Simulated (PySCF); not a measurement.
Na(OtBu), SMILES CC(C)(C)[O][Na] (C4H9NaO), singlet (GFN2-xTB optimised geometry):

```
15

Na     2.452    -1.280     0.000
O      0.621    -1.280     0.000
C     -0.276    -0.256     0.000
C     -0.086     0.658    -1.229
C     -1.714    -0.824    -0.041
C     -0.137     0.613     1.269
H     -0.819     1.461    -1.244
H     -0.189     0.064    -2.134
H      0.920     1.091    -1.207
H     -1.832    -1.429    -0.935
H     -2.452    -0.026    -0.042
H     -1.868    -1.461     0.825
H      0.869     1.043     1.306
H     -0.281    -0.013     2.146
H     -0.869     1.417     1.281
```

Calculation: B3LYP/def2-TZVP (PySCF).

Task: What are the frontier orbital energies and the dipole moment?

Result: HOMO-2 -8.29 eV, HOMO-1 -5.03 eV, HOMO -5.02 eV, LUMO -1.64 eV, LUMO+1 0.15 eV; dipole moment 6.79 D.

Meta-Löwdin charges at B3LYP/def2-TZVP: Na1 0.81, O2 -0.90, C3 0.29, C4 -0.34, C5 -0.34, C6 -0.34, H7 0.09, H8 0.10, H9 0.08, H10 0.10, H11 0.09, H12 0.10, H13 0.08, H14 0.10, H15 0.09.
